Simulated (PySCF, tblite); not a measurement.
Isomers of C6H12SSi2, one GFN2-xTB conformer each. Single-point energies are computed at PBE0/pcSseg-1 (PySCF, gas phase, no added dispersion term), electronic only.

Task: Rank them by PBE0/pcSseg-1 energy, lowest first (kcal/mol).
A. `[CH:1]#[C:2][Si@:3]1([CH3:4])[CH2:5][C@H:6]([S:7][SiH3:8])[CH2:9]1` with C5–C6–S7–Si8 65°, C2–Si3–C5–C6 -124°, Si3–C5–C6–S7 135°, C5–C6–C9–Si3 -14°, C2–Si3–C9–C6 122°
B. `[CH:1]#[C:2][SiH2:3][C@@H:4]1[CH2:5][CH2:6][CH2:7][S:8][SiH2:9]1` with C2–Si3–C4–C5 -59°, Si3–C4–C5–C6 175°, C4–C5–C6–C7 73°, C5–C6–C7–S8 -76°, C6–C7–S8–Si9 58°
C. `[CH3:1][C:2](=[S:3])[C:4]1=[C:5]([CH2:6][SiH3:7])[CH2:8][SiH2:9]1` with C1–C2–C4–C5 0°, C4–C5–C6–Si7 91°

Result: B (0.0), A (12.1), C (15.8).

As drawn, the lowest has a C≡C bond, which the highest lacks; the highest has a four-membered ring, a C=S bond and a C=C bond outside aromatic rings, which the lowest lacks. GFN2-xTB itself gives, in the same order: 0.0, 19.3, 3.0. Both levels put the same isomer lowest; measured from each level's own lowest isomer, the values differ by up to 12.8 kcal/mol (CC(=S)C1=C(C[SiH3])C[SiH2]1: 3.0 against 15.8).

Task: Which frontier levels, dipoles and rotational constants go with these structures?

Result: 
```
                       SMILES  HOMO (eV, PBE0/pcSseg-1)  LUMO (eV)  dipole (D)       A, B, C (MHz)
  C#C[SiH2][C@@H]1CCCS[SiH2]1                     -6.69      -0.18        2.25  2068, 540.3, 452.2
C#C[Si@]1(C)C[C@H](S[SiH3])C1                     -6.64      -0.26        2.22  1921, 466.7, 438.0
  CC(=S)C1=C(C[SiH3])C[SiH2]1                     -6.12      -2.32        4.38  1302, 702.2, 502.2
```

Task: What happens when harmonic zero-point energies from GFN2-xTB frequencies are added?

Result: 
```tsv
SMILES	ZPE (kcal/mol)	electronic (kcal/mol)	with ZPE (kcal/mol)
C#C[SiH2][C@@H]1CCCS[SiH2]1	96.9	0.0	0.0
C#C[Si@]1(C)C[C@H](S[SiH3])C1	96.4	12.1	11.6
CC(=S)C1=C(C[SiH3])C[SiH2]1	94.1	15.8	13.0
```

The zero-point energies span 2.8 kcal/mol. The order is unchanged.

Task: As an exercise, what shares would exp(−E/RT) give at 2000 K from these electronic energies alone (no entropy, no degeneracies)?

Result: RT = 3.974 kcal/mol: C#C[SiH2][C@@H]1CCCS[SiH2]1 93.7 %, C#C[Si@]1(C)C[C@H](S[SiH3])C1 4.5 %, CC(=S)C1=C(C[SiH3])C[SiH2]1 1.8 %.
